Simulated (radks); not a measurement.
The numbers below are computed, except where a source is named.
Excited configurations of neutral thulium: one electron is placed in a higher orbital outside [Xe] 4f13 6s1. The ground configuration is [Xe] 4f13 6s2. Code: a radial shooting solver on a logarithmic mesh with Libxc functionals. Model: scalar-relativistic Kohn-Sham, r2SCAN, spin-polarised, spherical densities, finite nucleus; open shells are filled with parallel spins first (spin-orbit coupling, left out, can overturn this in heavy ions); meta-GGA in the generalised Kohn-Sham scheme; Fermi nuclear charge, rms radius 5.2256 fm. Excitation = E - E(ground); binding = E(ion) - E, where the ion is the core of charge +1; n* = 1/sqrt(2 binding) in atomic units, and the quantum defect is n - n*.

outer orbital  excitation (eV)  binding (eV)     n*  quantum defect
5d                       2.549         3.464  1.982           3.018
6p                       2.101         3.913  1.865           4.135
6f                       5.410         0.604  4.747           1.253
7s                       3.826         2.187  2.494           4.506
7p                       4.392         1.621  2.897           4.103
7d                       5.176         0.837  4.031           2.969
7f                       5.583         0.431  5.620           1.380

The Delta-SCF ionisation energy is 6.013 eV (NIST Atomic Spectra Database: 6.184 eV, measured). Self-interaction in the functional shifts the binding energies and quantum defects, so they are the method's values and not measured ones. Open shells are spherical and high-spin; term and fine-structure splittings are not resolved. Spin-orbit splitting is averaged out at the scalar-relativistic level.
